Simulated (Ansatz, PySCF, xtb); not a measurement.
Reaction R1 + R2 → P1 + P2, each structure at its B3LYP-D3(BJ)/def2-SVP stationary point, reached from a drawn start (curvature not checked).
R1, F2H6O2Si3 (SMILES F[Si](F)(O[SiH3])O[SiH3]) (charge 0, multiplicity 1):
```xyz
13

F      0.817     2.301    -0.374
Si     0.160     0.926    -0.881
F      0.380     0.879    -2.469
O     -1.425     0.912    -0.550
Si    -2.589     0.040     0.278
O      0.913    -0.329    -0.177
Si     2.330    -0.897     0.507
H     -2.703    -1.325    -0.305
H     -3.876     0.766     0.140
H     -2.210    -0.064     1.714
H      2.445    -0.384     1.899
H      3.498    -0.442    -0.296
H      2.260    -2.381     0.516
```
P1: FH7O3Si3 (SMILES O[Si](F)(O[SiH3])O[SiH3]), charge 0, multiplicity 1.
P2, HF (SMILES F) (charge 0, multiplicity 1):
```xyz
2

F      0.0000     0.0000     0.4624
H      0.0000     0.0000    -0.4624
```
R2: H2O (SMILES O), charge 0, multiplicity 1.

P less R. No zero-point or thermal terms. One arrangement of each flexible species, with no search for the lowest.

Run with Ansatz (Gaussian basis) for Hartree–Fock, density functionals and correlated methods; PySCF for the D3/D4 terms; xtb for the GFN methods. Each number belongs to the level named beside it.

Problem. One of these levels gives 10.00 kcal/mol for the reaction energy. Which?
A. HF/aug-cc-pV(D+d)Z
B. PBE-D4/def2-TZVPPD
C. GFN1-xTB

Solution. A, HF/aug-cc-pV(D+d)Z. The others give 11.08 (GFN1-xTB), 8.68 (PBE-D4/def2-TZVPPD)

Ansatz is a first-principles code.
